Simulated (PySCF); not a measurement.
This PySCF input asks for the NMR shieldings of `C(C=C)N[SiH2]C=O`, C4H9NOSi; the geometry comes from GFN2-xTB.

```python
import basis_set_exchange as bse
import numpy as np
from pyscf import gto, dft
from pyscf.prop import nmr

atoms = """
C    -2.002097    1.134460    0.630613
C    -2.128033   -0.086457    0.148389
C    -1.011415   -0.938571   -0.386743
N     0.294214   -0.328112   -0.388613
Si    1.364198   -0.405698    0.949103
C     2.918575    0.515879    0.321424
O     3.861729    0.770300    1.025629
H    -2.848948    1.690411    0.993762
H    -1.046312    1.628208    0.691279
H    -3.098785   -0.561987    0.101269
H    -0.952727   -1.849825    0.215158
H    -1.270160   -1.239466   -1.411272
H     0.317518    0.478334   -0.997341
H     1.684518   -1.818914    1.165508
H     0.950215    0.208445    2.217766
H     2.959912    0.811936   -0.752374
"""
names = dict.fromkeys(["C", "N", "Si", "O", "H"], "pcSseg-1")
basis = {el: gto.basis.parse(bse.get_basis(n, elements=[el], fmt="nwchem")) for el, n in names.items()}
mol = gto.M(atom=atoms, basis=basis, charge=0, verbose=0)
mf = dft.RKS(mol, xc="PBE0")
mf.grids.level = 2
mf.grids.alignment = dft.numint.BLKSIZE   # the property module wants whole blocks of grid points
mf.conv_tol = 1e-9
mf.kernel()

calc = nmr.RKS(mf)   # GIAO
C = mf.mo_coeff
Co = C[:, mf.mo_occ > 0]
resp = mf.gen_response(singlet=True, hermi=2)
def vind(x):   # induced exchange potential for any number of trial vectors
    d = np.einsum("pi,xij,qj->xpq", C, 2 * x.reshape(-1, C.shape[1], Co.shape[1]), Co, optimize=True)
    return np.einsum("xpq,pi,qj->xij", resp(d - d.transpose(0, 2, 1)), C, Co, optimize=True).ravel()
mo1, _ = nmr.rhf.solve_mo1(calc, with_cphf=vind)
sigma = calc.kernel(mo1)
for i, s in enumerate(sigma):   # ppm
    w = np.linalg.eigvalsh((s + s.T) / 2)
    print("%2d %-2s iso %8.1f  s11 %8.1f  s22 %8.1f  s33 %8.1f" % (i, mol.atom_pure_symbol(i), w.mean(), *w))
```

Question: What are the results?

Answer: 
```
 0 C  iso     69.4  s11    -46.4  s22     74.5  s33    180.1
 1 C  iso     40.1  s11    -81.6  s22     49.5  s33    152.4
 2 C  iso    137.1  s11    120.5  s22    135.8  s33    155.0
 3 N  iso    248.2  s11    221.3  s22    238.2  s33    285.0
 4 Si iso    409.8  s11    338.9  s22    402.4  s33    488.2
 5 C  iso    -63.1  s11   -184.6  s22    -88.3  s33     83.5
 6 O  iso   -648.3  s11  -1777.6  s22   -571.9  s33    404.7
 7 H  iso     26.1  s11     23.8  s22     25.3  s33     29.2
 8 H  iso     26.1  s11     23.0  s22     25.1  s33     30.3
 9 H  iso     25.4  s11     24.2  s22     24.7  s33     27.4
10 H  iso     28.2  s11     23.7  s22     27.8  s33     33.0
11 H  iso     27.7  s11     21.9  s22     27.0  s33     34.2
12 H  iso     30.9  s11     23.7  s22     27.5  s33     41.6
13 H  iso     27.1  s11     23.0  s22     26.1  s33     32.3
14 H  iso     27.0  s11     22.5  s22     26.3  s33     32.3
15 H  iso     19.3  s11     13.3  s22     20.3  s33     24.2
```

These numbers come from an equivalent density-fitted implementation of the same equations, which agrees with the script to about 0.01 ppm for H and up to a few tenths of a ppm for heavy atoms, so last digits may differ.

Question: Turn these shieldings into chemical shifts. Referencing at the same level of theory: TMS for 13C (186.93 ppm) and 29Si (349.16 ppm) and 1H (31.72 ppm); NH3 for 15N (267.73 ppm); 17O (336.08 ppm) against H2O.

Answer: Averaging equivalent atoms: C 5: 250.1; C 1: 146.8; C 0: 117.5; C 2: 49.8; N 3: 19.6; Si 4: -60.7; O 6: 984.3; H 15: 12.46; H 9: 6.27; H 7: 5.60; H 8: 5.57; H 13/14: 4.62; H 10/11: 3.78; H 12: 0.78 ppm. Unscaled 17O shifts of doubly bonded oxygen tend to come out too high, by tens of ppm or more. Experimental scales use liquid or dissolved standards, which lie at an offset from isolated NH3 (liquid NH3: subtract about 20 ppm) and H2O (liquid H2O: subtract about 36 ppm).

Size and cost of the density-fitted run: 171 basis functions, 44 s wall time on 1 thread of an Arm Neoverse N1, shared host; peak memory 0.77 GiB.
